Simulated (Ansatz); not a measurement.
Relaxation of Cl3FHHfO (7 atoms, charge 0, multiplicity 2), to a largest force component of 0.03 eV/Å in at most 50 steps.

Level of theory: UKS PBE/def2-SVP (Ansatz 0.2.0).

```xyz
7
Properties=species:S:1:pos:R:3
Hf 0.080 0.158 0.046
F 0.438 0.694 1.895
Cl 2.134 -0.149 -1.069
Cl -1.171 1.852 -1.011
O -0.905 -1.467 0.001
H -1.410 -2.293 -0.016
Cl -0.382 -0.583 4.129
```

Where does it end, and by what steps?

The run converged. After 27 steps the energy has fallen by 0.780 eV; Cl7 moved furthest, 1.89 Å. Joined: Hf1–Cl7 (4.17 → 2.39 Å).

```
step  energy less start (eV)  largest force component (eV/Å)  accepted
   0                  0.0000                           0.662       yes
   1                 -0.0178                           0.081       yes
   2                 -0.0274                           0.184       yes
   3                 -0.0364                           0.086       yes
   4                 -0.0402                           0.111       yes
   5                 -0.0435                           0.110       yes
   6                 -0.0555                           0.241       yes
   7                 -0.0992                           0.386       yes
   8                 -0.1842                           0.287       yes
   9                 -0.2980                           0.587       yes
  10                 -0.2552                           1.105        no
  11                 -0.3536                           0.271       yes
  12                 -0.3957                           0.301       yes
  13                 -0.4651                           0.591       yes
  14                 -0.5840                           0.786       yes
  15                 -0.6727                           0.712       yes
  16                 -0.7017                           1.200       yes
  17                 -0.7218                           0.467       yes
  18                 -0.7395                           0.102       yes
  19                 -0.7482                           0.104       yes
  20                 -0.7497                           0.081       yes
  21                 -0.7600                           0.990       yes
  22                 -0.7703                           0.363       yes
  23                 -0.7774                           0.149       yes
  24                 -0.7718                           0.235        no
  25                 -0.7796                           0.080       yes
  26                 -0.7799                           0.034       yes
  27                 -0.7802                           0.025       yes
```

```xyz
7
Properties=species:S:1:pos:R:3
Hf -0.151 0.285 0.747
F 1.384 0.916 1.689
Cl 1.333 -0.696 -1.083
Cl -1.242 2.053 -0.351
O -0.696 -1.598 0.069
H -0.345 -2.492 0.261
Cl -1.499 -0.257 2.643
```

Whether the end is a true minimum wasn't checked by a vibrational analysis.

Time of the run: 120 s on 4 threads of Arm Neoverse V1, with other jobs on the host, peak memory 0.3 GiB.
